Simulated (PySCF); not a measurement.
Te(H)(OSiH3) (H₄OSiTe), SMILES [SiH3]O[TeH].

Geometry: PBE0-D3(BJ)/def2-SVP. The def2 effective core potentials stand for the cores of Te; spin–orbit coupling is left out.

Level of theory: TDA-ωB97X/def2-SVPD run with PySCF.

Vertical excitations. Gas-phase values at a fixed geometry.

| state | energy (eV) | λ (nm) | f | main pairs |
|---|---|---|---|---|
| S1 | 2.86 | 434 | 0.001 | HOMO→LUMO 95 % |
| S2 | 4.87 | 255 | 0.006 | HOMO→LUMO+1 89 % |
| S3 | 5.34 | 232 | 0.010 | HOMO−1→LUMO 86 % |
| S4 | 6.43 | 193 | 0.210 | HOMO→LUMO+3 44 %, HOMO→LUMO+5 17 %, HOMO→LUMO+2 13 %, HOMO→LUMO+4 8 % |
| S5 | 6.67 | 186 | 0.071 | HOMO−2→LUMO 76 % |
| S6 | 6.94 | 179 | 0.019 | HOMO−3→LUMO 72 % |
| S7 | 7.02 | 177 | 0.000 | HOMO→LUMO+2 82 % |
| S8 | 7.26 | 171 | 0.041 | HOMO→LUMO+4 67 %, HOMO→LUMO+3 18 % |
| S9 | 7.45 | 167 | 0.003 | HOMO→LUMO+5 56 %, HOMO→LUMO+6 15 % |
| S10 | 7.54 | 164 | 0.016 | HOMO−1→LUMO+1 21 %, HOMO→LUMO+8 18 %, HOMO→LUMO+10 16 %, HOMO→LUMO+7 14 % |
| T1 | 2.15 | 576 | 0 | HOMO→LUMO 94 % |
| T2 | 4.25 | 292 | 0 | HOMO→LUMO+1 76 % |
| T3 | 4.71 | 263 | 0 | HOMO−1→LUMO 79 % |
| T4 | 5.73 | 216 | 0 | HOMO−2→LUMO 64 %, HOMO−4→LUMO 15 % |
Triplets are in the Tamm–Dancoff approximation.
